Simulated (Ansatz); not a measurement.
A run for Ansatz (a quantum-chemistry and plane-wave program): R-r2SCAN/def2-TZVPPD on C4H8O (a complex), monomers drawn apart or pushed together. Files ending in .json are basis or fitting sets from the Basis Set Exchange.

Ansatz 0.2 input:
```yaml
crystal:
  periodic: [false, false, false]
  atoms:
    - {symbol: C, position_ang: [-1.46575172, -0.15330927, 0.90155370]}
    - {symbol: O, position_ang: [-0.45282755, -0.35188235, 0.45449723]}
    - {symbol: C, position_ang: [0.78378078, 1.54743090, 6.29284331]}
    - {symbol: C, position_ang: [1.41940679, 0.16264350, 6.20372606]}
    - {symbol: C, position_ang: [0.46266871, -0.95269335, 6.61634950]}
    - {symbol: H, position_ang: [1.48125720, 2.33018471, 5.98867811]}
    - {symbol: H, position_ang: [-0.09826395, 1.61774496, 5.65121419]}
    - {symbol: H, position_ang: [0.46150006, 1.76530940, 7.31412218]}
    - {symbol: H, position_ang: [2.31109983, 0.12999841, 6.83669114]}
    - {symbol: H, position_ang: [1.76814531, -0.01434494, 5.18227628]}
    - {symbol: H, position_ang: [0.93338207, -1.93469623, 6.54025782]}
    - {symbol: H, position_ang: [0.12954589, -0.82077978, 7.64880749]}
    - {symbol: H, position_ang: [-0.42945350, -0.95973247, 5.98491883]}
basis:
  gaussian:
    orbitals: def2-TZVPPD.json
hamiltonian:
  xc: {name: r2SCAN}
scf: {lower_state_search: off}
```

Question: What total energy does the run end on?

Answer: -232.4017 hartree.

Question: How many basis functions does it have, and what does it roughly cost on one machine?

Answer: 324 functions; around 7 core-seconds (rough).
